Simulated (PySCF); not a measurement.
GeH7NOSi, SMILES [OH][GeH2][NH][SiH3].

Coordinates come from a ωB97X-D3(BJ)/def2-SVP optimisation. This is a generated structure with no PubChem entry under its InChIKey; it may be hypothetical. One conformer was computed; it need not be the lowest.

All values below come from HF/def2-TZVP in PySCF.

Gas-phase values at a fixed geometry.

| Item | Value |
|---|---|
| total energy | -2497.81711 hartree |
| highest occupied level | -10.95 eV |
| lowest empty level | 2.94 eV |
| orbital gap | 13.89 eV |
| dipole moment | 1.01 D |
| quadrupole, principal values (traceless, Buckingham form, about the centre of nuclear charge) | -10.28, 3.39, 6.90 D·Å |
| mean static polarisability | 59.6 bohr³ (8.83 Å³) |
| polarisability, principal values | 54.7, 56.2, 68.0 bohr³ |
